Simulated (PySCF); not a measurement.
CH₁₃N₃Si₄.
Cartesian coordinates in Å at the PBE0-D3(BJ)/def2-SVP level; atoms count from 1:
```xyz
21
CH13N3Si4 angstrom
Si     2.9678   -0.0017    0.4214
C      1.9353    1.2033   -0.5863
Si     0.0950    0.8487   -0.6116
N     -0.1565   -0.7620   -1.2435
Si    -1.6585   -1.6004   -1.0194
N     -2.5892   -0.5721    0.0375
Si    -2.0711    0.3129    1.4477
N     -0.5148    0.9504    1.0232
H      2.4797   -0.0557    1.8351
H      4.4082    0.3994    0.4424
H      2.8776   -1.3806   -0.1524
H      2.0873    2.2222   -0.1894
H      2.3100    1.2136   -1.6245
H     -0.6183    1.8432   -1.4660
H      0.6608   -1.2927   -1.5288
H     -2.4867   -1.7798   -2.2541
H     -1.3708   -2.9692   -0.4806
H     -3.5694   -0.4694   -0.2076
H     -1.9214   -0.5005    2.6977
H     -3.1396    1.3290    1.7089
H      0.1625    1.0937    1.7663
```

The closed-shell ground state was solved at several levels (PySCF, density fitting, gas phase, non-relativistic).

```csv
level,basis functions,total energy (Eh),HOMO (eV),LUMO (eV),gap (eV),dipole (D)
wB97X-D/def2-SVPD,280,-1367.7498,-9.07,1.77,10.84,0.83
wB97X-D/pcSseg-1,229,-1368.1833,-9.04,2.33,11.37,0.73
```

**Question.** Estimate the row for PBE0/pcSseg-1, a basis of 229 functions; the other rows only guide the guess.

**Answer.** Total energy -1367.5306 Eh, HOMO -7.16 eV, LUMO 0.56 eV, gap 7.72 eV, dipole 0.75 D.

**Question.** Over all these levels, which gives the widest orbital gap and which the narrowest?

**Answer.** wB97X-D/pcSseg-1 (range-separated hybrid) has the widest, 11.37 eV, and PBE0/pcSseg-1 (global hybrid, 25 % exact exchange) the narrowest, 7.72 eV. The two share the basis. From the narrowest to the widest the HOMO moves by -1.88 eV and the LUMO by +1.77 eV.

**Question.** How far do the dipole and the HOMO energy spread over the levels?

**Answer.** The dipole runs from 0.73 to 0.83 D (mean 0.77 D) and the HOMO from -9.07 to -7.16 eV.

One conformer stands for the species.

wB97X-D is run here without its empirical dispersion term; that term would change no orbital, density or response property at a fixed geometry.
